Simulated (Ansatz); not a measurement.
Reaction (redistribution): `[F][GeH]([F])[Cl]` + `[CH3][In]([NH2])[O][SiH3]` → `[F][GeH]([F])[O][SiH3]` + `[CH3][In]([NH2])[Cl]`

Computed with Ansatz on PBE0-D4/def2-TZVP structures; ΔE is electronic, products minus reactants. CCSD(T)/CBS adds triple-zeta CCSD(T) − MP2 to the extrapolated MP2 energy (def2 sets, frozen cores). DFT in def2-TZVPP. def2 core potentials past Kr. For Ge, In outer-core shells are correlated without core-valence functions, which leaves a few kJ/mol of doubt a bond. Scalar relativity is left out up to krypton. Each species was taken in one conformer, which may not be the lowest.

```json
{"level": "revPBE-D4", "ΔE (kJ/mol)": "-50.3"}
{"level": "CCSD/def2-SVP", "ΔE (kJ/mol)": "-68.3"}
```

(1) What does CCSD(T)/CBS give? (An estimate is asked.)

Largest T1 diagnostic among the species: 0.014.

## Answers

(1) Ansatz gave: -58.4 kJ/mol. The listed levels differ from it by 8.1, -9.9 kJ/mol.

From r2SCAN to r2SCAN0 (25 % exact exchange), in def2-TZVPP and without D4, ΔE moves by −5.4 kJ/mol. Leaving LDA and LC-ωPBE aside and taking each functional with its dispersion term where it has one, the values, not all of them listed here, spread over 17.2 kJ/mol, from BHLYP-D4 to revPBE-D4. At CCSD(T), def2-SVP lies −7.4 kJ/mol from the extrapolated value and def2-TZVPP −2.1 kJ/mol.
